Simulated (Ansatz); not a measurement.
C2H9NOSi can be A, `C[SiH](N)CO`, or B, `C[Si](C)(N)O`.

Gas-phase electronic energies from Ansatz, PBE0-D4/def2-TZVP geometries. CBS: MP2 limit from def2 TZ/QZ plus the TZ coupled-cluster correction, frozen cores. Functionals use def2-TZVPP. Each species was taken in one conformer, which may not be the lowest.

A:

```xyz
14

C    -0.812    1.404   -0.778
Si   -0.606   -0.215    0.119
N     0.055    0.141    1.686
C     0.714   -1.301   -0.677
O     1.995   -0.721   -0.468
H     0.156    1.895   -0.901
H    -1.481    2.083   -0.243
H    -1.234    1.238   -1.772
H    -1.906   -0.954    0.164
H     0.060   -0.575    2.397
H    -0.147    1.036    2.104
H     0.674   -2.329   -0.282
H     0.558   -1.383   -1.758
H     1.975   -0.319    0.410
```

B:

Z-matrix (Å, degrees):
```
C
Si 1 1.861
H 1 1.093 2 111.1
H 1 1.093 2 110.7 3 120.1
H 1 1.093 2 111.0 3 -120.5
C 2 1.866 1 111.6 3 56.7
N 2 1.720 1 114.7 3 -63.9
O 2 1.654 1 103.5 3 177.4
H 6 1.093 2 110.3 1 58.8
H 6 1.094 2 111.5 1 -60.9
H 6 1.093 2 111.4 1 178.4
H 7 1.006 2 120.6 1 102.5
H 7 1.007 2 121.9 1 -47.6
H 8 0.959 2 115.2 1 166.2
```

Task: Which is lower in electronic energy at CCSD(T)/CBS, and by how much? (An estimate is asked.)

Result: Ansatz gave: B, by 54.0 kcal/mol.

Task: Give E(B) − E(A) in kcal/mol with HF/def2-TZVPP, CCSD(T)/def2-TZVPP, MP2/def2-TZVPP, r2SCAN-D4, PBE0-D4, ωB97M-V, B2PLYP. (Best estimate.)

Result: The calculation gave: HF/def2-TZVPP -55.1, CCSD(T)/def2-TZVPP -53.2, MP2/def2-TZVPP -55.3, r2SCAN-D4 -53.4, PBE0-D4 -51.3, ωB97M-V -53.0, B2PLYP -53.5. None reverses the order clearly.

Largest T1 diagnostic: 0.010.

From PBE to PBE0 (25 % exact exchange), in def2-TZVPP and without D4, E(B) − E(A) moves by −2.0 kcal/mol.
